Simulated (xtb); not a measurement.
C53H18N, SMILES c12c3c4c5cc6ccc7cc8ccc9cc%10c%11c%12c%13c%14c(c2c2c%13c(c7c6c42)c8c%129)c2c4c1c(cc[n+]4cc1c2c2c%14c%11c(cc%10)cc2cc1)cc3cc5, charge +1. All values are semi-empirical tight-binding results from xtb (GFN2-xTB unless named), good for trends rather than for accurate numbers. Geometry optimised at GFN2-xTB.

Optimised geometry:

Bond lengths (Å): C1–N2 1.375, C1–C6 1.410, C1–C10 1.411, N2–C3 1.379, N2–C9 1.352, C3–C4 1.350, C3–H55 1.079, C4–C5 1.425, C4–H56 1.078, C5–C6 1.423, C5–C16 1.389, C6–C15 1.413, C7–C8 1.423, C7–C10 1.411, C7–C14 1.406, C8–C9 1.384, C8–C13 1.427, C9–H57 1.080, C10–C19 1.415, C11–C12 1.428, C11–C14 1.422, C11–C24 1.392, C12–C13 1.356, C12–H58 1.080, C13–H59 1.079, C14–C21 1.412, C15–C18 1.413, C15–C20 1.415, C16–C17 1.397, C16–H60 1.080, C17–C18 1.422, C17–C27 1.424, C18–C26 1.415, C19–C20 1.410, C19–C22 1.412, C20–C30 1.410, C21–C22 1.415, C21–C25 1.411, C22–C32 1.411, C23–C24 1.398, C23–C25 1.421, C23–C37 1.425, C24–H61 1.081, C25–C34 1.415, C26–C29 1.420, C26–C31 1.412, C27–C28 1.357, C27–H62 1.080, C28–C29 1.426, C28–H63 1.080, C29–C40 1.394, C30–C31 1.416, C30–C33 1.412, C31–C39 1.412, C32–C33 1.411, C32–C35 1.417, C33–C42 1.417, C34–C35 1.412, C34–C38 1.420, C35–C44 1.412, C36–C37 1.357, C36–C38 1.425, C36–H64 1.080, C37–H65 1.080, C38–C46 1.395, C39–C41 1.420, C39–C43 1.415, C40–C41 1.395, C40–H66 1.081, C41–C49 1.426, C42–C43 1.412, C42–C45 1.412, C43–C48 1.420, C44–C45 1.415, C44–C47 1.421, C45–C51 1.420, C46–C47 1.394, C46–H67 1.081, C47–C53 1.427, C48–C50 1.426, C48–C52 1.395, C49–C50 1.356, C49–H68 1.080, C50–H69 1.080, C51–C52 1.394, C51–C54 1.427, C52–H70 1.081, C53–C54 1.355, C53–H71 1.080, C54–H72 1.080. Bond angles (°): N2–C1–C6 120.5, N2–C1–C10 119.3, C6–C1–C10 120.2, C1–N2–C3 118.9, C1–N2–C9 120.7, C3–N2–C9 120.4, N2–C3–C4 122.6, N2–C3–H55 115.5, C4–C3–H55 122.0, C3–C4–C5 121.2, C3–C4–H56 119.5, C5–C4–H56 119.3, C4–C5–C6 116.2, C4–C5–C16 123.9, C6–C5–C16 119.9, C1–C6–C5 120.6, C1–C6–C15 119.8, C5–C6–C15 119.6, C8–C7–C10 118.7, C8–C7–C14 120.8, C10–C7–C14 120.6, C7–C8–C9 118.4, C7–C8–C13 118.2, C9–C8–C13 123.4, N2–C9–C8 122.7, N2–C9–H57 116.4, C8–C9–H57 120.8, C1–C10–C7 120.2, C1–C10–C19 119.9, C7–C10–C19 119.9, C12–C11–C14 118.0, C12–C11–C24 123.0, C14–C11–C24 119.0, C11–C12–C13 122.1, C11–C12–H58 117.9, C13–C12–H58 120.0, C8–C13–C12 120.9, C8–C13–H59 118.4, C12–C13–H59 120.8, C7–C14–C11 120.1, C7–C14–C21 119.7, C11–C14–C21 120.2, C6–C15–C18 119.8, C6–C15–C20 120.1, C18–C15–C20 120.0, C5–C16–C17 121.4, C5–C16–H60 119.3, C17–C16–H60 119.3, C16–C17–C18 119.4, C16–C17–C27 122.3, C18–C17–C27 118.3, C15–C18–C17 119.9, C15–C18–C26 119.8, C17–C18–C26 120.3, C10–C19–C20 120.1, C10–C19–C22 119.7, C20–C19–C22 120.2, C15–C20–C19 119.8, C15–C20–C30 120.2, C19–C20–C30 120.0, C14–C21–C22 120.0, C14–C21–C25 119.9, C22–C21–C25 120.1, C19–C22–C21 120.2, C19–C22–C32 119.8, C21–C22–C32 120.0, C24–C23–C25 119.5, C24–C23–C37 122.4, C25–C23–C37 118.1, C11–C24–C23 121.8, C11–C24–H61 119.3, C23–C24–H61 119.0, C21–C25–C23 119.6, C21–C25–C34 119.9, C23–C25–C34 120.5, C18–C26–C29 120.2, C18–C26–C31 120.2, C29–C26–C31 119.6, C17–C27–C28 121.4, C17–C27–H62 118.1, C28–C27–H62 120.5, C27–C28–C29 121.6, C27–C28–H63 120.3, C29–C28–H63 118.0, C26–C29–C28 118.2, C26–C29–C40 119.3, C28–C29–C40 122.4, C20–C30–C31 119.8, C20–C30–C33 119.9, C31–C30–C33 120.2, C26–C31–C30 120.0, C26–C31–C39 120.3, C30–C31–C39 119.8, C22–C32–C33 120.0, C22–C32–C35 119.9, C33–C32–C35 120.1, C30–C33–C32 120.1, C30–C33–C42 119.9, C32–C33–C42 120.0, C25–C34–C35 120.1, C25–C34–C38 120.1, C35–C34–C38 119.8, C32–C35–C34 120.0, C32–C35–C44 119.8, C34–C35–C44 120.2, C37–C36–C38 121.7, C37–C36–H64 120.3, C38–C36–H64 118.0, C23–C37–C36 121.4, C23–C37–H65 118.1, C36–C37–H65 120.4, C34–C38–C36 118.2, C34–C38–C46 119.3, C36–C38–C46 122.6, C31–C39–C41 119.7, C31–C39–C43 120.1, C41–C39–C43 120.3, C29–C40–C41 121.8, C29–C40–H66 119.1, C41–C40–H66 119.1, C39–C41–C40 119.3, C39–C41–C49 118.3, C40–C41–C49 122.4, C33–C42–C43 119.9, C33–C42–C45 119.9, C43–C42–C45 120.3, C39–C43–C42 120.1, C39–C43–C48 120.2, C42–C43–C48 119.6, C35–C44–C45 120.1, C35–C44–C47 119.7, C45–C44–C47 120.3, C42–C45–C44 120.1, C42–C45–C51 119.6, C44–C45–C51 120.2, C38–C46–C47 121.8, C38–C46–H67 119.1, C47–C46–H67 119.1, C44–C47–C46 119.4, C44–C47–C53 118.2, C46–C47–C53 122.4, C43–C48–C50 118.3, C43–C48–C52 119.3, C50–C48–C52 122.4, C41–C49–C50 121.4, C41–C49–H68 118.1, C50–C49–H68 120.5, C48–C50–C49 121.5, C48–C50–H69 118.0, C49–C50–H69 120.4, C45–C51–C52 119.3, C45–C51–C54 118.2, C52–C51–C54 122.4, C48–C52–C51 121.8, C48–C52–H70 119.1, C51–C52–H70 119.1, C47–C53–C54 121.5, C47–C53–H71 118.0, C54–C53–H71 120.5, C51–C54–C53 121.5, C51–C54–H72 118.0, C53–C54–H72 120.5.
Charge +1, spin multiplicity 1.

- point group as xtb finds it = Cs
- orbital gap = 1.37 eV
- zero-point energy = 324.9 kcal/mol
- G − E(el) at 298.15 K (modified RRHO) = 290.4 kcal/mol
- static polarisability (D4 model) = 509.3 bohr³
- solvation energy, GFN2-xTB/ALPB(water) = -32.8 kcal/mol
- solvation energy, GFN2-xTB/ALPB(ether) = -48.7 kcal/mol

### Question
Give the IR lines (harmonic; lines under 4 % of the strongest left out, lines within 3 cm⁻¹ merged). (The exact figures need the calculation; the answer reports its results.)

### Answer
ν (cm⁻¹): 579 (w), 803 (w), 819 (w), 833 (w), 859 (w), 866 (w), 875 (m), 1015 (w), 1272 (w), 1296 (w), 1315 (s), 1332 (w), 1368 (w), 1379 (m), 1386 (m), 1396 (w), 1408 (w), 1413 (w), 1422 (w), 1450 (w), 1460 (w), 1468 (m), 1477 (w), 1517 (m), 1533 (w), 1557 (m), 1563 (w), 1592 (w), 1598 (w), 3080 (w), 3084 (w), 3095 (vs), 3102 (w) (against the strongest line: vs over 80 %, s over 45 %, m over 15 %, w over 4 %, vw less)

### Question
Give the atomic charges and the Wiberg bond orders between heavy atoms. (The exact figures need the calculation; the answer reports its results.)

### Answer
charges (e) C1 0.05, N2 0.07, C3 0.00, C4 -0.03, C5 0.02, C6 0.00, C7 0.01, C8 0.02, C9 0.00, C10 0.00, C11 0.02, C12 -0.02, C13 -0.04, C14 0.00, C15 0.01, C16 -0.04, C17 0.02, C18 0.01, C19 0.00, C20 0.00, C21 0.01, C22 0.01, C23 0.02, C24 -0.03, C25 0.01, C26 0.01, C27 -0.03, C28 -0.02, C29 0.02, C30 0.01, C31 0.01, C32 0.01, C33 0.01, C34 0.01, C35 0.00, C36 -0.02, C37 -0.03, C38 0.02, C39 0.01, C40 -0.03, C41 0.02, C42 0.00, C43 0.01, C44 0.01, C45 0.01, C46 -0.03, C47 0.02, C48 0.02, C49 -0.03, C50 -0.03, C51 0.02, C52 -0.03, C53 -0.03, C54 -0.03, H55 0.07, H56 0.07, H57 0.07, H58 0.06, H59 0.05, H60 0.06, H61 0.05, H62 0.05, H63 0.05, H64 0.05, H65 0.05, H66 0.05, H67 0.05, H68 0.05, H69 0.05, H70 0.05, H71 0.05, H72 0.05. Bond orders C1–N2 1.15, N2–C3 1.14, C3–C4 1.65, C4–C5 1.20, C1–C6 1.27, C5–C6 1.21, C7–C8 1.20, N2–C9 1.24, C8–C9 1.41, C1–C10 1.26, C7–C10 1.25, C11–C12 1.20, C8–C13 1.19, C12–C13 1.65, C7–C14 1.28, C11–C14 1.22, C6–C15 1.26, C5–C16 1.39, C16–C17 1.36, C15–C18 1.26, C17–C18 1.23, C10–C19 1.24, C15–C20 1.23, C19–C20 1.26, C14–C21 1.25, C19–C22 1.25, C21–C22 1.24, C11–C24 1.39, C23–C24 1.35, C21–C25 1.26, C23–C25 1.23, C18–C26 1.26, C17–C27 1.21, C27–C28 1.64, C26–C29 1.23, C28–C29 1.21, C20–C30 1.26, C26–C31 1.26, C30–C31 1.23, C22–C32 1.26, C30–C33 1.26, C32–C33 1.26, C25–C34 1.25, C32–C35 1.23, C34–C35 1.26, C23–C37 1.21, C36–C37 1.63, C34–C38 1.23, C36–C38 1.21, C31–C39 1.26, C29–C40 1.37, C39–C41 1.23, C40–C41 1.37, C33–C42 1.23, C39–C43 1.25, C42–C43 1.26, C35–C44 1.26, C42–C45 1.26, C44–C45 1.25, C38–C46 1.36, C44–C47 1.23, C46–C47 1.37, C43–C48 1.23, C41–C49 1.20, C48–C50 1.20, C49–C50 1.64, C45–C51 1.23, C48–C52 1.37, C51–C52 1.37, C47–C53 1.20, C51–C54 1.20, C53–C54 1.65.
